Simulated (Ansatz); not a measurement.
**Strength of the C–C bond: C2H5I → CH3 + CH2I**

Species: C2H5I (iodoethane) `CCI`, singlet; CH3 (methyl radical) `[CH3]`, doublet; CH2I `[CH2]I`, doublet. 

Shapes, held fixed at every level: PBE0-D4/def2-TZVP. Programs: Ansatz 0.2.0. The zero-point and thermal change to 298 K, harmonic and unscaled (PBE0-D4/def2-TZVP), is -27.8 kJ/mol.

(1) Estimate ΔH(298 K) of this reaction.

## Answers

(1) The highest level, CCSD(T)/def2-TZVPP, gives ΔH(298 K) = +367.9 kJ/mol; the levels span +367.4 to +438.1. The column of differences is taken from that level and isn't an error. No measured value is set beside it here. Open shells run unrestricted unless RO is named. For atoms past krypton def2 sets carry core potentials with scalar relativity. Correlated rows may include outer-core shells of I, which these sets cover unevenly. Times are processor times on shared x86 and Arm servers, and rough.

| level | kind | ΔH(298 K) (kJ/mol) | less CCSD(T)/def2-TZVPP | CPU time (sum over the molecules) |
| --- | --- | --- | --- | --- |
| SPW92/def2-TZVPP | LDA | +438.1 | +70.2 | 4.7 s |
| PBE-D4/def2-TZVPP | GGA | +370.6 | +2.7 | 8.8 s |
| PBE0-D4/def2-TZVPP | global hybrid | +367.4 | -0.5 | 9 s |
| wB97X-V/def2-TZVPP | range-separated hybrid | +377.4 | +9.5 | 25 s |
| MP2/def2-SVP | perturbation theory | +392.9 | +25.0 | – |
| MP2/def2-TZVPP | perturbation theory | +393.0 | +25.1 | – |
| CCSD(T)/def2-SVP | coupled cluster or CI | +373.1 | +5.2 | 12 s |
| CCSD(T)/def2-TZVPP | coupled cluster or CI | +367.9 | 0.0 | 3.4 min |
